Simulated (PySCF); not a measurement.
Work out the structure from these simulated measurements.

Formula: C9H13N.

| Item | Value |
| --- | --- |
| Valence photoelectron | vertical ionisation energy: 7.62 eV [ΔSCF wB97X-D/def2-SVPD] |
| UV, strongest line | among the 10 lowest singlet transitions: S6 at 6.72 eV (184 nm, f = 0.457) [TDDFT wB97X-D/def2-SVPD] |
| Triplet | lowest triplet excitation (Tamm–Dancoff): 3.96 eV [TDA wB97X-D/def2-SVPD] |
| UV, first state | lowest singlet excitation: 4.94 eV (251 nm, f = 0.053) [TDDFT wB97X-D/def2-SVPD] |
| 1H NMR | chemical shifts (computed TMS as zero) by class: 7.03 (1 H), 7.00 (1 H), 6.70 (1 H), 6.48 (1 H), 3.14 (2 H), 2.26 (1 H), 1.25 (6 H) ppm [GIAO B3LYP/pcSseg-1] |
| Polarisability | 114.9 au [wB97X-D/def2-SVPD] |
| NMR, other nuclei | isotropic shieldings of nuclei other than C and H, by class: 188 (1 N) ppm [GIAO B3LYP/pcSseg-1] |
| 13C NMR | chemical shifts (computed TMS as zero) by class: 150.2 (1 C), 135.1 (1 C), 133.1 (1 C), 130.3 (1 C), 122.8 (1 C), 117.8 (1 C), 32.8 (1 C), 22.8 (2 C) ppm [GIAO B3LYP/pcSseg-1] |
| Rotational structure | rotational constants A, B, C: 2.069, 1.125, 0.807 GHz [PBE0-D3(BJ)/def2-SVP] |
| Dipole | 1.69 D [wB97X-D/def2-SVPD] |

Electronic properties: PySCF, gas phase, density fitting. Levels stand in brackets. The structure is a single PBE0-D3(BJ)/def2-SVP conformer in the gas phase; no vibrational or solvent corrections. NMR classes are plain means over equivalent atoms (diastereotopic ones count apart unless rotation or inversion swaps them), as if these changed places fast.

Task: Propose a structure and show how it fits.

Result: Numbering: `[CH3:1][CH:2]([CH3:3])[c:4]1[cH:5][cH:6][cH:7][cH:8][c:9]1[NH2:10]`. Its formula, C9H13N, gives 4 degrees of unsaturation: 1 ring and 3 π bonds in the structure found (Kekulé form). 9 carbons fall into 8 classes; from least to most shielded: aromatic carbon bearing nitrogen [C9] (150.2 ppm), substituted aromatic carbon [C4] (135.1 ppm), aromatic CH carbon [C7] (133.1 ppm), aromatic CH carbon [C5] (130.3 ppm), aromatic CH carbon [C6] (122.8 ppm), aromatic CH carbon [C8] (117.8 ppm), benzylic-type carbon [C2] (32.8 ppm), methyl carbon [C1/C3] (22.8 ppm, 2 C). Hydrogen classes from least to most shielded: 1 H on an aromatic CH carbon, C7 (7.03 ppm), 1 H on an aromatic CH carbon, C5 (7.00 ppm), 1 H on an aromatic CH carbon, C6 (6.70 ppm), 1 H on an aromatic CH carbon, C8 (6.48 ppm), 2 H on an aniline-type nitrogen, N10 (3.14 ppm), 1 H on a benzylic-type carbon, C2 (2.26 ppm), 6 H on 2 methyl carbons, C1/C3 (1.25 ppm, a mean of values up to 1.4 ppm apart in this geometry). The other shieldings belong to: 188 ppm, aniline-type nitrogen [N10]. The first electron is taken from the HOMO, whose largest Löwdin shares are 0.24 on the aniline-type nitrogen, 0.18 on an aromatic CH carbon, 0.15 on the aromatic carbon bearing nitrogen and 0.11 on the substituted aromatic carbon. The optimised geometry has point group C1 and is an asymmetric top. Structure: `CC(C)c1ccccc1N`. Computed isomers that give other values at the same levels: `CC(C)(C)c1cccnc1` (rotational constant A: 2.596 GHz; this holds for the one conformer computed); `[H]/N=C(/C)CC(=C)CC#CC` (rotational constant A: 1.817 GHz; this holds for the one conformer computed); `Cc1ccc(N(C)C)cc1` (rotational constant A: 3.443 GHz; this holds for the one conformer computed). The assignments are read from this structure; whether some other isomer fits the data as well wasn't checked.

Conformer computed: `[CH3:1][CH:2]([CH3:3])[c:4]1[cH:5][cH:6][cH:7][cH:8][c:9]1[NH2:10]`: C1–C2–C4–C5 -104°, H–N10–C9–C8 -156°, H–N10–C9–C8 -21°.
